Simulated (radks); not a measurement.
Q: The table gives one normalised radial function P(r) = r R(r) of Pm2+ in [Xe] 4f5 (r in bohr). Method: scalar-relativistic Kohn-Sham, BP86, spin-unpolarised, spherical densities, finite nucleus; Fermi nuclear charge, rms radius 4.962 fm; computed with a radial shooting solver on a logarithmic mesh with Libxc functionals.

r	P
0.003195	0.0000
0.00372	0.0000
0.00433	0.0000
0.005041	0.0000
0.005869	0.0000
0.006832	0.0000
0.007954	0.0000
0.00926	0.0000
0.01078	0.0000
0.01255	0.0000
0.01461	0.0001
0.01701	0.0001
0.0198	0.0003
0.02305	0.0004
0.02683	0.0008
0.03099	0.0013
0.03608	0.0022
0.042	0.0037
0.04889	0.0061
0.05692	0.0100
0.06627	0.0162
0.07714	0.0259
0.08981	0.0405
0.1046	0.0622
0.1217	0.0934
0.1417	0.1369
0.165	0.1953
0.192	0.2706
0.2236	0.3633
0.2603	0.4715
0.303	0.5901
0.3499	0.7044
0.4073	0.8169
0.4742	0.9087
0.5521	0.9675
0.6427	0.9860
0.7482	0.9635
0.871	0.9051
1.014	0.8202
1.18	0.7190
1.374	0.6107
1.6	0.5024
1.863	0.4000
2.168	0.3075
2.524	0.2271
2.939	0.1598
3.421	0.1059
3.951	0.0673
4.599	0.0388
5.354	0.0205
6.233	0.0097
7.257	0.0040
8.448	0.0014
9.835	0.0004
11.45	0.0001

Which n and l does it have? It may be an empty orbital.

A: n = 4, l = 3: the number of nodes gives n - l - 1 = 0, the rise at small r (about r^(l+1), flatter next to the nucleus through relativity) gives l, and the extent must fit the shell. The curve is that of 4f. 4f: eigenvalue -15.274 eV, 0 radial nodes, <r> = 1.03 bohr, 90 % of the charge inside 1.82 bohr.
